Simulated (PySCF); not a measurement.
C4H12Cl2In2, singlet (GFN2-xTB optimised geometry):

```
20

In    -0.968     2.381     2.476
In     0.061    -0.283     0.000
Cl    -0.448     2.202     0.000
C     -3.189     2.368     2.480
H     -3.550     1.987     3.433
H     -3.521     1.717     1.673
H     -3.569     3.374     2.321
C      0.913     3.252     3.271
H      0.929     3.176     4.356
H      0.987     4.296     2.977
H      1.746     2.691     2.851
Cl    -0.441    -0.099     2.481
C     -1.844    -1.119    -0.778
H     -1.849    -2.202    -0.677
H     -1.962    -0.849    -1.825
H     -2.656    -0.691    -0.193
C      2.283    -0.283     0.000
H      2.651    -1.234     0.378
H      2.614     0.525     0.650
H      2.656    -0.120    -1.008
```

Method: B3LYP/def2-SVP, def2 effective core potentials past Kr in PySCF.

What are the frontier orbital energies and the dipole moment?

HOMO-2 -7.72 eV, HOMO-1 -7.28 eV, HOMO -6.94 eV, LUMO -0.53 eV, LUMO+1 -0.49 eV; dipole moment 0.04 D.

On the same geometry PBE/def2-SVP, def2 effective core potentials past Kr run with PySCF 2.14.0 gives HOMO-2 -6.78 eV, HOMO-1 -6.40 eV, HOMO -6.05 eV, LUMO -1.09 eV, LUMO+1 -1.00 eV; dipole moment 0.03 D.
